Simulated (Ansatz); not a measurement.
Ideal-gas functions of ClH$_{4}$SbSi, SMILES `[SiH3][SbH][Cl]` at 400 K and 1 bar, from an Ansatz frequency run at PBE0-D4/def2-TZVP.

Molar mass 189.33 g/mol, point group C1 (symmetry number 1), electronic degeneracy 1, moments of inertia 135.364, 225.252, 348.831 u Å². Harmonic wavenumbers (cm⁻¹, unscaled): 84, 108, 304, 356, 395, 485, 610, 622, 850, 930, 937, 1945, 2213, 2237, 2249.

Use S(trans) = R[1.5 ln M + 2.5 ln T − 1.1517]; rotational temperatures θ = 24.2544 K / I; S(rot) = R[ln(√π/σ · √(T³/θAθBθC)) + 1.5]; for each mode x = 1.438777 ν̃/T, S = R[x/(eˣ − 1) − ln(1 − e⁻ˣ)] and H = RT x/(eˣ − 1); 1 cm⁻¹ = 0.0119627 kJ/mol; R = 8.31446 J/(mol·K).

Task: By hand: the entropy, in J/(mol·K).

Result: Translation 180.4. Rotation: θ = 0.1792, 0.1077, 0.0695 K, giving 119.5. Vibration, mode by mode: 18.30, 16.23, 7.97, 6.80, 6.06, 4.67, 3.27, 3.16, 1.65, 1.31, 1.29, 0.06, 0.03, 0.02, 0.02, in all 70.9. Electronic 0.0. Sum 370.8 J/(mol·K).

Task: By hand: H − E and G − E in kJ/mol, counted from the electronic energy.

Result: Zero-point energy ½ × 14325 × 0.0119627 = 85.7; thermal vibration 14.9; translation, rotation and pV give 4 RT = 13.3. H − E = 113.9 kJ/mol, and G − E = 113.9 − 400 × 370.8/1000 = -34.4 kJ/mol.

Vibration gives 19 % of the entropy, 34.5 J/(mol·K) of it from the modes under 150 cm⁻¹: soft modes count most, and the harmonic formula is weakest for them. The sum counts one conformer and one mirror image; others add a mixing term.
